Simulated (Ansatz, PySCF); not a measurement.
The pair A = HCl (SMILES Cl) (first 2 atoms), B = CH5N (SMILES CN); geometry from B3LYP-D3(BJ)/def2-TZVP.
(charge 0, multiplicity 1):
```
atom    x (Å)    y (Å)   z (Å)
----  -------  -------  ------
Cl     0.9705   1.1443  0.1651
H      0.7678   0.4012  1.3159
C     -0.8377   0.1905  3.1487
N      0.4222  -0.3723  2.6447
H     -1.6057   0.0683  2.3862
H     -0.7026   1.2584  3.3145
H     -1.1809  -0.2732  4.0771
H      0.3369  -1.3627  2.4460
H      1.1778  -0.2543  3.3101
```

Correlated levels freeze the cores. CBS: X⁻³ extrapolation of the correlation energy, Hartree–Fock from the larger set. MP2 and its Hartree–Fock in aug-cc-pV(T+d)Z are density fitted.

Run with Ansatz (an electronic-structure program) with Gaussian orbitals; PySCF for the dispersion terms. Each number belongs to the level named beside it.

The monomers are drawn apart, rigid, along the line of their centres of mass. Counterpoise-corrected interaction energies (kcal/mol):

```
level                                                                 R = 3.834 Å  R = 4.465 Å
--------------------------------------------------------------------  -----------  -----------
PBE/def2-TZVPPD                                                           -9.6289      -4.6491
PBE-D3(BJ)/def2-TZVPPD                                                   -10.4291      -5.0896
wB97M-V/def2-TZVPPD                                                       -8.8887      -4.4735
MP2/CBS(aug-cc-pV(D+d)Z, aug-cc-pV(T+d)Z) + ΔCCSD(T)/aug-cc-pV(D+d)Z      -8.5641      -4.3761
```

Question: R is the distance of the centres of mass. Find the local exponent m of E ∝ R⁻ᵐ between the two points.

Answer: 
m = ln(E₁/E₂)/ln(R₂/R₁): PBE/def2-TZVPPD 4.8; PBE-D3(BJ)/def2-TZVPPD 4.7; wB97M-V/def2-TZVPPD 4.5; MP2/CBS(aug-cc-pV(D+d)Z, aug-cc-pV(T+d)Z) + ΔCCSD(T)/aug-cc-pV(D+d)Z 4.4. For scale, two fixed dipoles give m = 3, dipole and quadrupole 4, quadrupoles 5, and dispersion or dipole-induced dipole 6 at long range; at these distances several terms mix, and what is left of overlap and damping shifts m, so it need not match one of them.
